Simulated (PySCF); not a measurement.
Species: C7H6BrN.
Structure used (PBE0-D3(BJ)/def2-SVP), in Å, numbered top down from 1:
```xyz
15
C7H6BrN angstrom
N      4.009   -0.446    0.122
C      3.147    0.448    0.382
C      1.679    0.406    0.203
C      1.015   -0.715   -0.312
C     -0.364   -0.721   -0.468
C     -1.099    0.411   -0.106
Br    -2.970    0.411   -0.317
C     -0.463    1.539    0.409
C      0.920    1.527    0.559
H      3.566   -1.288   -0.261
H      3.523    1.399    0.800
H      1.583   -1.605   -0.598
H     -0.876   -1.598   -0.870
H     -1.048    2.417    0.688
H      1.425    2.410    0.962
```

Linear response at B3LYP/def2-SVPD (PySCF, frozen core in the response, non-relativistic). Relativistic effects, spin–orbit coupling among them, are left out although an element past zinc is present.

Static isotropic polarisability: 116.85 au (17.32 Å³), principal values 64.8, 107.7, 178.1 au.

(1) What is the polarisability at 1064 nm and at the sodium D line?

(2) What is the isotropic C6 coefficient between two such molecules, C6 = (3/π)∫α(iω)² dω?

(3) Which effective excitation energy ω̄ makes London's formula C6 = (3/4)α²ω̄ exact here?

(4) The lowest 6 singlets have (eV, f): 4.39, 0.002; 4.69, 0.252; 4.84, 0.144; 5.47, 0.000; 5.50, 0.000; 5.61, 0.000. What share of the static polarisability do they carry in the sum over states α = Σ f/ω²?

(5) What molar refraction at the D line follows from R = (4π/3)·N_A·α′, with α′ the polarisability volume?

(6) What three-body coefficient follows from the one-pole estimate C9 = (3/4)·α·C6?

(7) What does −C6/R⁶ come to at R = 12 Å between centres?

(8) How anisotropic is the static polarisability, by Δα² = ½[(α1 − α2)² + (α2 − α3)² + (α3 − α1)²]?

Results:

(1) 118.89 au at 1064 nm (+1.7 %), 124.18 au at 589.3 nm (+6.3 %). The rise at 589.3 nm is 3.59 times that at 1064 nm; a pure ω² law gives 3.26. The lowest singlet lies at 283 nm, shorter than both wavelengths.

(2) 4586 au (Eh·bohr⁶) by a ten-point quadrature over imaginary frequencies, which is 2740 eV·Å⁶ or 264 J·nm⁶/mol.

(3) ω̄ = 4·C6/(3α²) = 0.448 Eh = 12.2 eV. A one-pole form α(ω) = α/(1 − ω²/ω̄²) fitted to the 1064 nm value gives 8.9 eV.

(4) 13.10 au, 11.2 % of α; the largest term, 8.45 au, is that of the state at 4.69 eV. Their oscillator strengths add up to 0.40. Higher states carry the rest.

(5) α′ = 18.40 Å³ gives R = 46.42 cm³/mol, for isolated, non-vibrating species.

(6) 402000 au. This is an estimate from the two numbers above, not a computed integral.

(7) -89 J/mol. This is the leading, orientation-averaged term; C8 and higher terms are left out.

(8) Δα = 99.1 au, or 0.85 of the isotropic value.

One conformer stands for the species.
